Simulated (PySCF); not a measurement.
Species: C2H6GeOS.
Structure used (PBE0-D3(BJ)/def2-SVP), in Å, numbered top down from 1:
```xyz
11
C2H6GeOS angstrom
C     -1.6064   -0.2231   -0.0413
C     -0.1555   -0.3069    0.3339
O      0.2548   -1.0421    1.1971
Ge     1.1724    0.8648   -0.6481
S      3.0835    0.3154    0.3165
H     -1.9657    0.8091    0.1016
H     -1.7282   -0.4569   -1.1114
H     -2.2014   -0.9173    0.5683
H      1.1554    0.5462   -2.1563
H      0.8171    2.3525   -0.4526
H      2.3821   -0.5447    1.1055
```

Jobs on this species (11 atoms, 74 electrons) with PySCF (density fitting). Hardware of each: Arm Neoverse V2, one thread, no GPU (shared host). Times come from a shared host and carry two figures at best. Peak memory is the resident size of the whole Python process, interpreter and libraries included.

```csv
level and settings,work,basis functions,SCF cycles,wall time,peak memory
"delta-SCF UKS PBE, pcX-2 on the ionised atom, pcseg-1 elsewhere, spin-free X2C","ΔSCF core ionisation, 5 holes",159,?,?,?
"delta-SCF UKS SCAN, def2-TZVP on the ionised atom, pcseg-1 elsewhere, spin-free X2C","ΔSCF core ionisation, 5 holes",136,?,?,?
"delta-SCF UKS SCAN, pcX-1 on the ionised atom, pcseg-1 elsewhere, spin-free X2C","ΔSCF core ionisation, 5 holes",139,88,22 s,0.58 GiB
"PBE0-D3(BJ)/def2-SVP, grid level 1",geometry optimisation from a GFN2-xTB start shaken at random,122,42,34 s,0.52 GiB
"delta-SCF UKS SCAN, pcX-2 on the ionised atom, pcseg-1 elsewhere, non-relativistic","ΔSCF core ionisation, 5 holes",159,97,28 s,0.58 GiB
"delta-SCF UKS SCAN, pcX-2 on the ionised atom, pcseg-1 elsewhere, spin-free X2C","ΔSCF core ionisation, 5 holes",159,99,31 s,0.60 GiB
"delta-SCF UKS B3LYP, pcX-2 on the ionised atom, pcseg-1 elsewhere, spin-free X2C","ΔSCF core ionisation, 5 holes",159,78,42 s,0.63 GiB
"delta-SCF UKS PBE0, pcX-2 on the ionised atom, pcseg-1 elsewhere, spin-free X2C","ΔSCF core ionisation, 5 holes",159,77,42 s,0.77 GiB
```

**Question.** Fill in the missing figures.

**Answer.** 
- delta-SCF UKS PBE, pcX-2 on the ionised atom, pcseg-1 elsewhere, spin-free X2C; ΔSCF core ionisation, 5 holes: 19 s, 0.58 GiB, 102 SCF cycles
- delta-SCF UKS SCAN, def2-TZVP on the ionised atom, pcseg-1 elsewhere, spin-free X2C; ΔSCF core ionisation, 5 holes: 26 s, 0.58 GiB, 90 SCF cycles

**Question.** What do all jobs in the table cost together?

**Answer.** About 4.1 min; the longest takes about 17 % of that, and about 2.2 times as long as the shortest.
